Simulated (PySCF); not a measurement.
## Highest orbital energy against ionisation energy along the 5p block

Calculated with PySCF 2.14, no spin-orbit coupling. Each cell gives −ε(HOMO) / ΔSCF in eV; NIST values include spin-orbit coupling, (s) semi-empirical, (t) theoretical.

```tsv
species	UHF	LDA	PBE	PBE0	r2SCAN	NIST (lowest levels)
In⁺ (aug-cc-pwCVDZ-PP with ECP28MDF, ECP)	17.279 / 17.008	15.367 / 19.491	14.981 / 19.050	15.775 / 18.718	15.191 / 18.802	18.870
Sn⁺ (aug-cc-pwCVDZ-PP with ECP28MDF, ECP)	14.014 / 13.728	10.680 / 14.388	10.621 / 14.213	11.619 / 14.247	10.952 / 14.367	14.633
Sb⁺ (aug-cc-pwCVDZ-PP with ECP28MDF, ECP)	16.386 / 15.995	12.626 / 16.646	12.560 / 16.463	13.686 / 16.524	12.948 / 16.645	16.626 ± 0.025
Te⁺ (aug-cc-pwCVDZ-PP with ECP28MDF, ECP)	18.832 / 18.347	14.605 / 18.927	14.538 / 18.748	15.798 / 18.848	15.003 / 18.998	18.6 ± 0.4
I⁺ (aug-cc-pwCVDZ-PP with ECP28MDF, ECP)	18.244 / 17.607	14.636 / 18.989	14.460 / 18.667	15.661 / 18.680	14.760 / 18.694	19.131
Xe⁺ (aug-cc-pwCVDZ-PP with ECP28MDF, ECP)	20.826 / 20.102	16.730 / 21.389	16.563 / 21.074	17.894 / 21.122	16.922 / 21.142	20.975 (s)
```

Question: How far is −ε(HOMO) from ΔSCF on average for each method, and why?

Answer: UHF 0.47 eV; LDA -4.20 eV; PBE -4.08 eV; PBE0 -2.95 eV; r2SCAN -3.81 eV. Hartree-Fock orbital energies lack relaxation and so exceed the ΔSCF value; semilocal functionals have convex E(N) from self-interaction, so their HOMO lies far too high; exact exchange moves hybrids part of the way back.
